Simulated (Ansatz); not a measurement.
Geometry optimisation, Ansatz, RKS PBE0-D4/def2-SVP.

Input file:

```yaml
crystal:
  periodic: [false, false, false]
  atoms:
    - { symbol: Ge, position_ang: [-0.189, 0.6499, 1.5056] }
    - { symbol: H, position_ang: [-0.3516, -0.2085, -0.2891] }
    - { symbol: C, position_ang: [0.7559, -0.3155, -0.4166] }
    - { symbol: H, position_ang: [-0.3473, -0.5943, -1.2047] }
    - { symbol: H, position_ang: [-1.4886, -0.3515, 1.2177] }
    - { symbol: H, position_ang: [-0.8971, 1.6927, 0.453] }
    - { symbol: H, position_ang: [1.2135, -1.2765, -0.2712] }
    - { symbol: H, position_ang: [1.3043, 0.4037, -0.9946] }
basis:
  gaussian: { orbitals: def2-SVP }
hamiltonian:
  xc: pbe0
  dispersion: d4
relax:
  f_tol: 0.15
  max_steps: 25
  restrain:
    - { distance: [3, 1], at: 1.92, k: 30.0 }
    - { distance: [0, 1], at: 1.51, k: 30.0 }
    - { distance: [3, 2], at: 1.07, k: 30.0 }
output:
  orbitals: {}
```

Command:

```bash
$ ansatz run input.yaml --threads 2 --pin off --max-ram 3072MiB --backend cpu --events-out ev --progress --plain --runs-dir out
```

Problem. Where does it end, and by what steps?

Solution. It converged. The restraints hold the end off the free minimum. After 12 steps the energy has fallen by 1.898 eV (the restraints' own energy left out); H2 moved furthest, 1.20 Å. Joined: Ge1–H2 (2.00 → 1.59 Å).

```tsv
step	energy less start (eV)	largest force component (eV/Å)	accepted
0	0.0000	3.122	yes
1	-0.7443	3.294	yes
2	-1.2977	2.783	yes
3	-1.4807	4.121	yes
4	-1.7062	3.559	yes
5	-1.7638	2.725	yes
6	-1.7617	2.384	yes
7	-1.8262	2.128	yes
8	-1.9226	1.971	no
9	-1.8553	1.870	yes
10	-1.8919	1.862	yes
11	-1.9075	1.724	yes
12	-1.8979	1.713	yes
```

```xyz
8
Properties=species:S:1:pos:R:3
Ge -0.518 0.621 1.456
H 0.549 -0.071 0.497
C 0.605 -0.416 -0.623
H -0.342 -0.452 -1.151
H -1.728 -0.315 1.034
H -0.909 1.749 0.412
H 1.051 -1.414 -0.532
H 1.294 0.296 -1.092
```

The run took 16 s on 2 threads of Arm Neoverse V2 (shared host), peak memory 0.14 GiB.
